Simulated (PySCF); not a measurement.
## Towards the basis-set limit for TaO

State: ²Δ, doublet, unpaired electrons δ ↑. De refers to Ta (5d3 6s2) + O. ROHF-based CCSD(T) in PySCF 2.14 with Ta aug-cc-pVDZ-PP with ECP60, O aug-cc-pVDZ and Ta aug-cc-pVTZ-PP with ECP60, O aug-cc-pVTZ (frozen core orbitals: 5; scalar-relativistic core potentials). Correlation energies are extrapolated as n⁻³ (n = 2, 3), Hartree–Fock as (n+1)·exp(−9√n).

```json
{"Level": "CCSD(T)/DZ", "Re (Å)": "1.7123", "ωe (cm⁻¹)": "987.1", "ωexe (cm⁻¹)": "3.35", "αe (cm⁻¹)": "0.00177", "De (eV)": "7.738"}
{"Level": "CCSD(T)/TZ", "Re (Å)": "1.7004", "ωe (cm⁻¹)": "1011.8", "ωexe (cm⁻¹)": "3.38", "αe (cm⁻¹)": "0.00175", "De (eV)": "8.127"}
{"Level": "HF/CBS", "Re (Å)": "1.6562", "ωe (cm⁻¹)": "1128.6", "ωexe (cm⁻¹)": "2.77", "αe (cm⁻¹)": "0.00151", "De (eV)": "4.418"}
{"Level": "MP2/CBS", "Re (Å)": "1.6971", "ωe (cm⁻¹)": "1016.7", "ωexe (cm⁻¹)": "3.36", "αe (cm⁻¹)": "0.00179", "De (eV)": "8.941"}
{"Level": "CCSD/CBS", "Re (Å)": "1.6853", "ωe (cm⁻¹)": "1061.8", "ωexe (cm⁻¹)": "2.94", "αe (cm⁻¹)": "0.00158", "De (eV)": "7.686"}
{"Level": "CCSD(T)/CBS", "Re (Å)": "1.7002", "ωe (cm⁻¹)": "1014.7", "ωexe (cm⁻¹)": "3.36", "αe (cm⁻¹)": "0.00173", "De (eV)": "8.218"}
```

How much is left between CCSD(T)/TZ and the basis-set limit, and how much do the triples give at the limit?

CCSD(T)/CBS less CCSD(T)/TZ: -0.2 mÅ in Re, +2.9 cm⁻¹ in ωe and +0.091 eV in De. CCSD(T)/CBS less CCSD/CBS: +14.9 mÅ in Re, -47.1 cm⁻¹ in ωe and +0.532 eV in De.

The T1 diagnostic is 0.038, large enough to doubt a single reference. The state was picked by a PBE0 search and need not be the measured ground state. Spin–orbit coupling, excitations beyond (T) and corrections to the Born–Oppenheimer picture are left out, and spin–orbit coupling matters for open p, d or f shells this heavy.

The whole job (state search and all basis sets along the bond) took about 15 min on 4 threads of Arm Neoverse V1 (shared host), peak memory 15 GiB.
